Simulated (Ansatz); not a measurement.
All values below come from frozen-core CCSD(T)/cc-pVTZ // B3LYP-D3(BJ)/def2-SVP in Ansatz (an electronic-structure program).

Ansatz 0.2 input:
```yaml
crystal:
  periodic: [false, false, false]
  atoms:
    - { symbol: B, position_ang: [-0.153552, -0.417075, -0.37948] }
    - { symbol: C, position_ang: [0.504802, 0.181094, -1.679304] }
    - { symbol: H, position_ang: [-0.206698, 0.381895, -2.496813] }
    - { symbol: H, position_ang: [1.356053, -0.401784, -2.067017] }
    - { symbol: H, position_ang: [0.912809, 1.163974, -1.37119] }
    - { symbol: C, position_ang: [0.690369, -1.36738, 0.556356] }
    - { symbol: H, position_ang: [0.319678, -1.454327, 1.590424] }
    - { symbol: H, position_ang: [1.766195, -1.127813, 0.568893] }
    - { symbol: H, position_ang: [0.614814, -2.380489, 0.110384] }
    - { symbol: C, position_ang: [-1.684607, -0.163578, -0.091681] }
    - { symbol: H, position_ang: [-2.231701, -0.955014, -0.644512] }
    - { symbol: H, position_ang: [-2.057631, 0.792578, -0.493575] }
    - { symbol: H, position_ang: [-1.982574, -0.262057, 0.964612] }
    - { symbol: S, position_ang: [0.568981, 2.179506, 1.750541] }
    - { symbol: H, position_ang: [-0.758986, 1.93769, 1.807493] }
    - { symbol: H, position_ang: [0.860548, 1.004057, 2.349472] }
basis:
  gaussian: { orbitals: cc-pVTZ }
correlation:
  method: ccsd_t
```

Output:

```
Functional definition: HF
1703 factors; integrals over basis functions are off by at most 1.2e-3 eV
mean field evaluation 1: about -14751.9786 eV, gradient 4.0e1 eV
mean field evaluation 2: about -14752.1762 eV, gradient 4.0e1 eV
mean field evaluation 4: about -14756.8095 eV, gradient 3.6e0 eV
mean field evaluation 8: about -14756.8758 eV, gradient 2.0e-1 eV
mean field evaluation 16: about -14755.9837 eV, gradient 1.5e1 eV
mean field -14756.87604910 eV, -542.3051922346 hartree, gradient 6.3e-6 eV, S^2 0.000000; 0 other end points of the search recorded, 0 dependent functions left out
9 core orbitals not correlated
reference -14756.87604910 eV, -542.3051922346 hartree; 16, 16 occupied and 283, 283 virtual orbitals, 1703 factors
second order -22.81193844 eV of doubles, -0.00000000 eV of singles
cycle   1  -24.17099469 eV  change    -1.4e0 eV  update   9.3e-2
cycle   2  -24.75781440 eV  change   -5.9e-1 eV  update   2.7e-2
cycle   3  -24.82760018 eV  change   -7.0e-2 eV  update   9.6e-3
cycle   4  -24.82372519 eV  change    3.9e-3 eV  update   2.3e-3
cycle   5  -24.82316834 eV  change    5.6e-4 eV  update   7.7e-4
cycle   6  -24.82297759 eV  change    1.9e-4 eV  update   2.3e-4
cycle   7  -24.82291372 eV  change    6.4e-5 eV  update   7.4e-5
cycle   8  -24.82291381 eV  change   -9.7e-8 eV  update   2.6e-5
perturbative correction -0.94038263 eV, -0.0345584242 hartree
Total energy: -14782.63934554 eV, -543.2519759158 hartree
```

Cost: around 18 core-minutes (rough).
